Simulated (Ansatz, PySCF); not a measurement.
CH6GeOSi, SMILES [CH2]1O[SiH2][GeH2]1.

The structure is a stationary point at TPSSh-D3(BJ)/def2-SVP. The structure was generated by enumeration, and PubChem lists no compound with its InChIKey, so it may never have been made.

Vertical ionisation energy (IE) and electron affinity (EA) in eV. Rows of orbital energies are one-electron estimates. Where ΔSCF, EOM or ADC give a negative EA the extra electron is unbound and the value depends on the basis.

| level | IE | EA |
|---|---|---|
| −ε(HOMO), −ε(LUMO), HF/def2-TZVP (PySCF) | 10.03 | -2.72 |
| −ε(HOMO), −ε(LUMO), PBE/def2-TZVP (PySCF) | 6.50 | 1.28 |
| ΔSCF, CAM-B3LYP/def2-SVPD (Ansatz), final states of multiplicity 2 and 2 | ___ | ___ |
| ΔSCF, PBE/def2-SVPD (Ansatz), final states of multiplicity 2 and 2 | 9.43 | -0.73 |

Question: Some entries are withheld; supply them. (Estimate from the structure and the level; the computed values follow.)

Answer: 
- ΔSCF, CAM-B3LYP/def2-SVPD (Ansatz, an electronic-structure program), final states of multiplicity 2 and 2, IE: 9.72
- ΔSCF, CAM-B3LYP/def2-SVPD (Ansatz), final states of multiplicity 2 and 2, EA: -1.07

Question: What vertical singlet–triplet gap does ΔSCF give with CAM-B3LYP/def2-SVPD (Ansatz) and with PBE/def2-SVPD (Ansatz)? (Estimate from the structure and the level; the computed values follow.)

Answer: 5.43 and 4.95 eV (triplet above singlet where positive).
